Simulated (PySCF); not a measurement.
Compound: C6H13O (doublet state).
Z-matrix (Å and degrees, GFN2-xTB geometry), rows numbered from 1:
```
C 
C   1  1.4902
C   2  1.4936  1  119.59
O   2  1.3808  1  112.47  3   152.05
C   4  1.4142  2  119.06  1   173.10
C   5  1.5258  4  106.51  2   167.08
C   5  1.5311  4  110.81  2   -71.95
H   1  1.0870  2  109.48  3   175.45
H   1  1.0892  2  110.34  3    55.13
H   1  1.0974  2  112.17  3   -64.89
H   3  1.0862  2  108.73  1   -24.28
H   3  1.0978  2  112.14  1    95.01
H   3  1.0919  2  112.46  1  -143.94
H   5  1.1000  4  109.91  2    49.03
H   6  1.0863  5  110.16  4  -179.29
H   6  1.0869  5  109.97  4   -58.88
H   6  1.0867  5  109.67  4    60.38
H   7  1.0874  5  110.34  4    58.36
H   7  1.0865  5  110.18  4   178.90
H   7  1.0873  5  109.60  4   -60.95
```

The hyperfine couplings belong to this conformer and change with its torsions.

As a line formula: `C[C](C)OC(C)C` [radical].

The calculation used UKS B3LYP, pcH-1 on C H O, non-relativistic, mean-field spin-orbit, GIAO (PySCF). The structure is a single GFN2-xTB conformer in the gas phase; no vibrational or solvent corrections. Couplings are sensitive to structure, and on GFN2-xTB geometries they can be far from those on DFT ones. No stability test was run, so a lower SCF solution isn't excluded.

Task: The isotropic 1H couplings, averaged over equivalent nuclei, are +57.4, +4.5, -0.8 MHz. Assign them to H8 (×6); H14; H15 (×6).

Result: 
```
    site  a_iso (MHz)  ρ(0) (bohr⁻³)            position  distance from C2 (Å)  bound to  spin population there  largest |T| (MHz)
 H8 (×6)        +57.4        +0.0128  β, 2 bonds from C2                  2.14     C1/C3                  -0.07                8.9
     H14         +4.5        +0.0010  γ, 3 bonds from C2                  2.63        C5                  -0.01                6.3
H15 (×6)         -0.8        -0.0002     4 bonds from C2                  3.76     C6/C7                  +0.01                3.7
```

ρ(0) is the spin density at the nucleus and T the dipolar tensor; entries for several nuclei are means. Largest spin populations (Mulliken): C2 (+0.86), O4 (+0.09), C1 (-0.07) and H12 (+0.07). C2 is the only atom above +0.15. The angles at C2 add up to 353.5°, so it is slightly pyramidal.

Nuclei that the bonding pattern makes equivalent are averaged, as if the motion that swaps them (rotation, inversion, ring flip) were fast. The six 1H nuclei of mean +57.4 MHz run from 1.8 to 117.8 MHz in the frozen geometry. The 13C value of -16.5 MHz is a mean of couplings from -20.9 to -12.1 MHz in this one geometry, not an average over conformers.
